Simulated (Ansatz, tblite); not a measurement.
Cost and result up the ladder for BeI₂⁺ (3 atoms). Charge 1, multiplicity 2. Geometry: B3LYP-D4/def2-TZVP.

```csv
atom,x (Å),y (Å),z (Å)
Be1,0.000,-0.001,-0.001
I2,2.002,-0.826,0.325
I3,-2.002,0.827,-0.324
```

Ansatz on 4 threads of Intel Xeon Platinum 8488C on a shared host; xTB runs through tblite on one thread. Times are rough, summed over both states, and most runs start from the orbitals of an earlier one. CCSD(T)/def2-TZVPP serves as the yardstick here, not as an exact answer. The other state is a quartet at its own geometry, which has other bonds, so the gap mixes isomer and spin.

In the def2 sets I takes a core potential; there is no spin–orbit coupling. The xTB rows come from tblite. B3LYP takes the VWN-RPA correlation. Correlated methods freeze 8 core orbitals; core or outer-core shells of I are correlated, in sets that lack core-valence functions. In CCSD on the charge 1 doublet the largest single amplitude is 0.32, so its Hartree–Fock determinant may place the open shell otherwise than the density functionals do. HOMO above LUMO, or a gap near zero within one spin, warns that the state may not be the lowest or that an electron is smeared out. In the quartet, I2 and I3 lie 3.12 Å apart (atoms count from 1), so these atoms are partly bonded to each other. The structure comes from a short search, and lower isomers may exist.

Correlated methods converge slowly with the basis.

xTB has no spin-polarisation term.

```tsv
level	functions	wall time	quartet − doublet (eV)	difference from CCSD(T)/def2-TZVPP (eV)	remarks
GFN1-xTB	22	0.008 s	3.50	0.38	–
GFN2-xTB	22	0.008 s	3.77	0.65	–
MP2/def2-TZVP	119	3.5 s	3.25	0.13	–
revPBE-D4/def2-TZVP	119	3.8 s	2.98	-0.13	gap within one spin near zero (doublet)
PBE-D4/def2-TZVP (with forces)	119	4.4 s	3.03	-0.09	gap within one spin near zero (doublet)
RPA@PBE/def2-TZVP	119	5.5 s	3.18	0.06	–
B3LYP-D4/def2-TZVP	119	6 s	3.22	0.10	–
B2PLYP/def2-TZVP	119	8.5 s	3.31	0.19	–
r2SCAN-D4/def2-TZVP	119	9 s	3.06	-0.06	–
r2SCANh-D4/def2-TZVP	119	10 s	3.07	-0.05	–
PBE0-D4/def2-TZVP	119	16 s	3.11	-0.01	–
CCSD(T)/def2-TZVPP	119	30 s	3.12	0.00	–
ωB97M-V/def2-TZVP	119	36 s	3.29	0.17	–
```
